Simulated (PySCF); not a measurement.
**Sn (tin, neutral) across methods**

[Kr] 4d10 5s1 5p2 5d1, one real determinant (an excited configuration). All numbers are calculated (PySCF 2.14, the spin-free X2C one-electron Hamiltonian (Gaussian nucleus), in x2c-QZVPPall with one added diffuse shell each of s, p, d, f type (14s10p8d5f1g, 128 functions)).

```
method  E (hartree)  mean ε 5s α (eV)  mean ε 5p α (eV)  mean ε 5d α (eV)  Σ⟨r²⟩ (bohr²)   ⟨S²⟩
   UHF  -6173.48185           -20.233           -11.028            -1.621          93.82  6.003
  PBE0     -6175.81           -16.329            -8.265            -1.038          91.07  6.002
   PBE     -6175.72           -14.803            -7.185            -0.756          90.63  6.001
r2SCAN     -6176.16           -15.381            -7.582            -0.684          90.94  6.003
   LDA     -6170.14           -15.000            -7.256            -0.720          89.29  6.001
```

⟨L²⟩ = 7.98 against 12 for a pure F term, so this real determinant mixes terms. The outer electron is Rydberg-like, and this basis confines it to a smaller radius and binds it less than a complete one would.
